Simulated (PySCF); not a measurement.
How methods differ on the ionisation energy of Rh²²⁺

Rh²²⁺ [Ar] 3d5 (6S) → Rh²³⁺ [Ar] 3d4 (5D), as a difference of total energies. Calculation: PySCF 2.14, in an even-tempered Gaussian basis (19 s from 2.2 bohr⁻², ratio 2.5; 12 p from 2.9 bohr⁻², ratio 2.5; 8 d from 2.9 bohr⁻², ratio 2.5; 4 f from 13 bohr⁻², ratio 2.7; 3 g from 19 bohr⁻², ratio 2.7); the spin-free X2C one-electron Hamiltonian (Gaussian nucleus). Correlated levels: outer shells: [Ne] frozen; virtual orbitals above 40 to 60 times the deepest correlated orbital energy dropped. The calculations carry no spin-orbit coupling.

| method | ionisation energy (eV) |
| --- | --- |
| UHF | 1067.6 |
| PBE | 1066.2 |
| PBE0 | 1067.0 |
| r2SCAN | 1067.4 |
| M06-L | 1068.4 |
| B2PLYP | 1067.3 |
| MP2 (outer shells) | 1068.2 |

Estimate what LDA gives.

1066.8 eV, closest to PBE0 among the rows shown.

Estimate what SCS-MP2 (outer shells) gives.

1067.7 eV, closest to UHF among the rows shown.

A first-order spin-orbit estimate (lowest level to lowest level, LS coupling) adds -3.581 eV.

Breit and QED terms and the two-electron picture change are absent.

For comparison: 1061 ± 4 eV (theoretical estimate listed by NIST; NIST Atomic Spectra Database, ionization energies).
